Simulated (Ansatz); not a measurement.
Ansatz (a program for electronic structure) input (B3LYP-D3(BJ)/def2-TZVP):

Ansatz 0.2 input:
```yaml
crystal:
  periodic: [false, false, false]
  atoms:
    - {symbol: C, position_ang: [2.54989126, 0.12812322, 0.52025279]}
    - {symbol: C, position_ang: [1.62408536, -0.43236951, -0.48560803]}
    - {symbol: C, position_ang: [0.32214814, 0.19698389, -0.78829491]}
    - {symbol: C, position_ang: [-0.77945259, -0.24906652, 0.20050030]}
    - {symbol: C, position_ang: [-2.12842292, 0.38469192, -0.13622518]}
    - {symbol: O, position_ang: [-3.13117819, 0.05170548, 0.79490147]}
    - {symbol: H, position_ang: [3.58616019, 0.05011859, 0.18345816]}
    - {symbol: H, position_ang: [2.49371968, -0.41909400, 1.47028576]}
    - {symbol: H, position_ang: [2.32148603, 1.17283491, 0.72138426]}
    - {symbol: H, position_ang: [1.81750971, -1.42508975, -0.85641255]}
    - {symbol: H, position_ang: [-0.00300162, -0.07096160, -1.79748876]}
    - {symbol: H, position_ang: [0.40554671, 1.28554014, -0.72972719]}
    - {symbol: H, position_ang: [-0.49397349, 0.03666135, 1.21424400]}
    - {symbol: H, position_ang: [-0.86971412, -1.33857362, 0.16839884]}
    - {symbol: H, position_ang: [-2.43410393, 0.09061364, -1.15174089]}
    - {symbol: H, position_ang: [-2.05313481, 1.47407921, -0.10265286]}
    - {symbol: H, position_ang: [-3.21524653, -0.90790315, 0.82911553]}
basis:
  gaussian:
    orbitals: def2-TZVP
hamiltonian:
  xc: b3lyp
  dispersion: d3bj
magnetization: {spin_polarized: true, initial_magnetization: 1}
relax: {f_tol: 0.002, max_steps: 150}
```

Output:

```
Functional definition: B3LYP
integrals: 0.18 GiB planned
1535 factors; their error is unknown
0.32 GiB of the device are held for the grids
1.46 GiB of device memory are held for the factors and their scratch space
mean field: 1.69 GiB planned
mean field evaluation 1: about -7397.9830 eV, gradient 5.8e1 eV
mean field evaluation 2: about -7387.2112 eV, gradient 7.5e1 eV
mean field evaluation 4: about -7413.0551 eV, gradient 4.6e0 eV
mean field evaluation 8: about -7413.1291 eV, gradient 8.3e-2 eV
mean field evaluation 16: about -7413.0935 eV, gradient 6.0e-4 eV
mean field -7413.09353138 eV, -272.4261625031 hartree, gradient 3.1e-5 eV, S^2 0.754119; 0 other end points of the search recorded, 0 dependent functions left out
the calculation of the forces begins
reference -7413.09385657 eV, -272.4261744536 hartree; 25, 24 occupied and 227, 228 virtual orbitals, 1535 factors
relax step   1: F+E_penalty+E_count = -7413.64872701 eV  Δ(F+E_penalty+E_count) = +0.000e0 eV  max|allowed force component| = 4.029e-1 eV/Å  Δτ_max = 0.0000 Å  (32 SCF iters, accepted)
these checks for a lower state are left out or cut short: starts, cluster_reference, orbital_swaps, neighbouring_geometries, increment
integrals: 0.18 GiB planned
1535 factors; their error is unknown
0.32 GiB of the device are held for the grids
1.46 GiB of device memory are held for the factors and their scratch space
mean field: 1.68 GiB planned
mean field -7413.11500777 eV, -272.4269517456 hartree, gradient 1.9e-5 eV, S^2 0.754136; 0 other end points of the search recorded, 0 dependent functions left out
the calculation of the forces begins
reference -7413.11533399 eV, -272.4269637341 hartree; 25, 24 occupied and 227, 228 virtual orbitals, 1535 factors
relax step   2: F+E_penalty+E_count = -7413.66670647 eV  Δ(F+E_penalty+E_count) = -1.798e-2 eV  max|allowed force component| = 2.319e-1 eV/Å  Δτ_max = 0.0346 Å  (34 SCF iters, accepted)
these checks for a lower state are left out or cut short: starts, cluster_reference, orbital_swaps, neighbouring_geometries, increment
integrals: 0.18 GiB planned
1535 factors; their error is unknown
0.32 GiB of the device are held for the grids
1.46 GiB of device memory are held for the factors and their scratch space
mean field: 1.68 GiB planned
mean field evaluation 32: about -7413.1182 eV, gradient 7.0e-3 eV
mean field -7413.11816676 eV, -272.4270678365 hartree, gradient 1.6e-5 eV, S^2 0.754149; 0 other end points of the search recorded, 0 dependent functions left out
the calculation of the forces begins
reference -7413.11849275 eV, -272.4270798165 hartree; 25, 24 occupied and 227, 228 virtual orbitals, 1535 factors
relax step   3: F+E_penalty+E_count = -7413.66983430 eV  Δ(F+E_penalty+E_count) = -3.128e-3 eV  max|allowed force component| = 9.478e-2 eV/Å  Δτ_max = 0.0237 Å  (34 SCF iters, accepted)
these checks for a lower state are left out or cut short: starts, cluster_reference, orbital_swaps, neighbouring_geometries, increment
integrals: 0.18 GiB planned
1535 factors; their error is unknown
0.32 GiB of the device are held for the grids
1.46 GiB of device memory are held for the factors and their scratch space
mean field: 1.69 GiB planned
mean field -7413.11969185 eV, -272.4271238825 hartree, gradient 1.1e-5 eV, S^2 0.754095; 0 other end points of the search recorded, 0 dependent functions left out
the calculation of the forces begins
reference -7413.12001614 eV, -272.4271358000 hartree; 25, 24 occupied and 227, 228 virtual orbitals, 1535 factors
relax step   4: F+E_penalty+E_count = -7413.67406920 eV  Δ(F+E_penalty+E_count) = -4.235e-3 eV  max|allowed force component| = 6.207e-2 eV/Å  Δτ_max = 0.1594 Å  (33 SCF iters, accepted)
these checks for a lower state are left out or cut short: starts, cluster_reference, orbital_swaps, neighbouring_geometries, increment
integrals: 0.18 GiB planned
1535 factors; their error is unknown
[...]
the calculation of the forces begins
reference -7413.12178574 eV, -272.4272008315 hartree; 25, 24 occupied and 227, 228 virtual orbitals, 1535 factors
relax step   7: F+E_penalty+E_count = -7413.67638218 eV  Δ(F+E_penalty+E_count) = +4.747e-6 eV  max|allowed force component| = 1.330e-1 eV/Å  Δτ_max = 0.0844 Å  (33 SCF iters, rejected (line search))
these checks for a lower state are left out or cut short: starts, cluster_reference, orbital_swaps, neighbouring_geometries, increment
integrals: 0.18 GiB planned
1535 factors; their error is unknown
0.32 GiB of the device are held for the grids
1.46 GiB of device memory are held for the factors and their scratch space
mean field: 1.68 GiB planned
mean field evaluation 64: about -7413.1535 eV, gradient 1.5e-2 eV
mean field -7413.12218415 eV, -272.4272154728 hartree, gradient 1.9e-5 eV, S^2 0.754146; 0 other end points of the search recorded, 0 dependent functions left out
the calculation of the forces begins
reference -7413.12250829 eV, -272.4272273849 hartree; 25, 24 occupied and 227, 228 virtual orbitals, 1535 factors
relax step   8: F+E_penalty+E_count = -7413.67598903 eV  Δ(F+E_penalty+E_count) = +3.979e-4 eV  max|allowed force component| = 8.479e-2 eV/Å  Δτ_max = 0.0422 Å  (33 SCF iters, rejected (line search))
these checks for a lower state are left out or cut short: starts, cluster_reference, orbital_swaps, neighbouring_geometries, increment
integrals: 0.18 GiB planned
1535 factors; their error is unknown
0.32 GiB of the device are held for the grids
1.46 GiB of device memory are held for the factors and their scratch space
mean field: 1.69 GiB planned
mean field -7413.12237552 eV, -272.4272225057 hartree, gradient 1.5e-5 eV, S^2 0.754130; 0 other end points of the search recorded, 0 dependent functions left out
the calculation of the forces begins
reference -7413.12269936 eV, -272.4272344064 hartree; 25, 24 occupied and 227, 228 virtual orbitals, 1535 factors
relax step   9: F+E_penalty+E_count = -7413.67675887 eV  Δ(F+E_penalty+E_count) = -3.719e-4 eV  max|allowed force component| = 6.142e-3 eV/Å  Δτ_max = 0.0210 Å  (34 SCF iters, accepted)
these checks for a lower state are left out or cut short: starts, cluster_reference, orbital_swaps, neighbouring_geometries, increment
integrals: 0.18 GiB planned
1535 factors; their error is unknown
0.32 GiB of the device are held for the grids
1.46 GiB of device memory are held for the factors and their scratch space
mean field: 1.69 GiB planned
mean field -7413.12233145 eV, -272.4272208860 hartree, gradient 1.9e-5 eV, S^2 0.754136; 0 other end points of the search recorded, 0 dependent functions left out
the calculation of the forces begins
reference -7413.12265500 eV, -272.4272327764 hartree; 25, 24 occupied and 227, 228 virtual orbitals, 1535 factors
relax step  10: F+E_penalty+E_count = -7413.67712154 eV  Δ(F+E_penalty+E_count) = -3.627e-4 eV  max|allowed force component| = 3.702e-2 eV/Å  Δτ_max = 0.0637 Å  (33 SCF iters, accepted)
these checks for a lower state are left out or cut short: starts, cluster_reference, orbital_swaps, neighbouring_geometries, increment
integrals: 0.18 GiB planned
1535 factors; their error is unknown
0.32 GiB of the device are held for the grids
1.46 GiB of device memory are held for the factors and their scratch space
mean field: 1.69 GiB planned
mean field -7413.12242166 eV, -272.4272242010 hartree, gradient 1.5e-5 eV, S^2 0.754136; 0 other end points of the search recorded, 0 dependent functions left out
the calculation of the forces begins
reference -7413.12274519 eV, -272.4272360905 hartree; 25, 24 occupied and 227, 228 virtual orbitals, 1535 factors
relax step  11: F+E_penalty+E_count = -7413.67721334 eV  Δ(F+E_penalty+E_count) = -9.180e-5 eV  max|allowed force component| = 1.368e-2 eV/Å  Δτ_max = 0.0051 Å  (35 SCF iters, accepted)
these checks for a lower state are left out or cut short: starts, cluster_reference, orbital_swaps, neighbouring_geometries, increment
integrals: 0.18 GiB planned
1535 factors; their error is unknown
0.32 GiB of the device are held for the grids
1.46 GiB of device memory are held for the factors and their scratch space
mean field: 1.69 GiB planned
mean field evaluation 96: about -7413.1225 eV, gradient 1.5e-5 eV
mean field -7413.12249221 eV, -272.4272267938 hartree, gradient 1.5e-5 eV, S^2 0.754131; 0 other end points of the search recorded, 0 dependent functions left out
the calculation of the forces begins
reference -7413.12281574 eV, -272.4272386833 hartree; 25, 24 occupied and 227, 228 virtual orbitals, 1535 factors
relax step  12: F+E_penalty+E_count = -7413.67725201 eV  Δ(F+E_penalty+E_count) = -3.866e-5 eV  max|allowed force component| = 2.516e-3 eV/Å  Δτ_max = 0.0129 Å  (35 SCF iters, accepted)
these checks for a lower state are left out or cut short: starts, cluster_reference, orbital_swaps, neighbouring_geometries, increment
integrals: 0.18 GiB planned
1535 factors; their error is unknown
0.32 GiB of the device are held for the grids
1.46 GiB of device memory are held for the factors and their scratch space
mean field: 1.69 GiB planned
mean field -7413.12250697 eV, -272.4272273362 hartree, gradient 1.5e-5 eV, S^2 0.754131; 0 other end points of the search recorded, 0 dependent functions left out
the calculation of the forces begins
reference -7413.12283053 eV, -272.4272392270 hartree; 25, 24 occupied and 227, 228 virtual orbitals, 1535 factors
relax step  13: F+E_penalty+E_count = -7413.67727083 eV  Δ(F+E_penalty+E_count) = -1.883e-5 eV  max|allowed force component| = 2.705e-3 eV/Å  Δτ_max = 0.0152 Å  (34 SCF iters, accepted)
these checks for a lower state are left out or cut short: starts, cluster_reference, orbital_swaps, neighbouring_geometries, increment
integrals: 0.18 GiB planned
1535 factors; their error is unknown
0.32 GiB of the device are held for the grids
1.46 GiB of device memory are held for the factors and their scratch space
mean field: 1.68 GiB planned
mean field -7413.12258375 eV, -272.4272301580 hartree, gradient 1.5e-5 eV, S^2 0.754131; 0 other end points of the search recorded, 0 dependent functions left out
the calculation of the forces begins
reference -7413.12290737 eV, -272.4272420508 hartree; 25, 24 occupied and 227, 228 virtual orbitals, 1535 factors
relax step  14: F+E_penalty+E_count = -7413.67727657 eV  Δ(F+E_penalty+E_count) = -5.737e-6 eV  max|allowed force component| = 2.045e-3 eV/Å  Δτ_max = 0.0106 Å  (35 SCF iters, accepted)
these checks for a lower state are left out or cut short: starts, cluster_reference, orbital_swaps, neighbouring_geometries, increment
integrals: 0.18 GiB planned
1535 factors; their error is unknown
0.32 GiB of the device are held for the grids
1.46 GiB of device memory are held for the factors and their scratch space
mean field: 1.69 GiB planned
mean field -7413.12263726 eV, -272.4272321245 hartree, gradient 1.5e-5 eV, S^2 0.754131; 0 other end points of the search recorded, 0 dependent functions left out
the calculation of the forces begins
reference -7413.12296092 eV, -272.4272440185 hartree; 25, 24 occupied and 227, 228 virtual orbitals, 1535 factors
relax step  15: F+E_penalty+E_count = -7413.67727866 eV  Δ(F+E_penalty+E_count) = -2.092e-6 eV  max|allowed force component| = 1.074e-3 eV/Å  Δτ_max = 0.0055 Å  (35 SCF iters, accepted)
integrals: 0.18 GiB planned
1535 factors; their error is unknown
0.32 GiB of the device are held for the grids
1.46 GiB of device memory are held for the factors and their scratch space
mean field: 1.69 GiB planned
mean field evaluation 128: about -7412.9750 eV, gradient 7.1e0 eV
mean field -7413.12263726 eV, -272.4272321245 hartree, gradient 1.5e-5 eV, S^2 0.754131; 1 other end points of the search recorded, 0 dependent functions left out
the calculation of the forces begins
reference -7413.12296092 eV, -272.4272440185 hartree; 25, 24 occupied and 227, 228 virtual orbitals, 1535 factors
Total energy: -7413.67760232 eV, -272.4476267140 hartree
Atom 0 at     2.518098     0.117453     0.539591 Å, force    -0.000380     0.000790    -0.000492 eV/Å
Atom 1 at     1.659039    -0.388430    -0.562051 Å, force     0.000158     0.001074     0.000923 eV/Å
Atom 2 at     0.315992     0.195939    -0.825077 Å, force    -0.000017    -0.000320    -0.000175 eV/Å
Atom 3 at    -0.758689    -0.246848     0.191317 Å, force     0.000614     0.000179    -0.000675 eV/Å
Atom 4 at    -2.119061     0.368316    -0.101642 Å, force    -0.000733    -0.000285     0.001033 eV/Å
Atom 5 at    -3.107149     0.023764     0.863921 Å, force     0.000263    -0.000259    -0.000710 eV/Å
Atom 6 at     3.558345    -0.190089     0.418836 Å, force     0.000313    -0.000089     0.000204 eV/Å
Atom 7 at     2.192957    -0.252126     1.524789 Å, force     0.000225    -0.000125    -0.000077 eV/Å
Atom 8 at     2.488351     1.210289     0.598879 Å, force    -0.000106    -0.001006    -0.000219 eV/Å
Atom 9 at     1.913066    -1.333249    -1.028040 Å, force     0.000041    -0.000333    -0.000106 eV/Å
Atom 10 at    -0.021124    -0.073454    -1.830605 Å, force     0.000016     0.000015     0.000390 eV/Å
Atom 11 at     0.378220     1.291069    -0.795116 Å, force     0.000055    -0.000141    -0.000078 eV/Å
Atom 12 at    -0.454567     0.033492     1.202590 Å, force    -0.000226    -0.000229    -0.000635 eV/Å
Atom 13 at    -0.840565    -1.339396     0.174025 Å, force    -0.000145     0.000381     0.000212 eV/Å
Atom 14 at    -2.448168     0.088085    -1.111132 Å, force     0.000261     0.000139     0.000127 eV/Å
Atom 15 at    -2.052668     1.457537    -0.072538 Å, force    -0.000007    -0.000154     0.000096 eV/Å
Atom 16 at    -3.209758    -0.934058     0.866645 Å, force    -0.000332     0.000361     0.000181 eV/Å
Dipole moment:     0.179341    -0.231902    -0.137900 e Å
```

It need not be the lowest isomer of its formula.
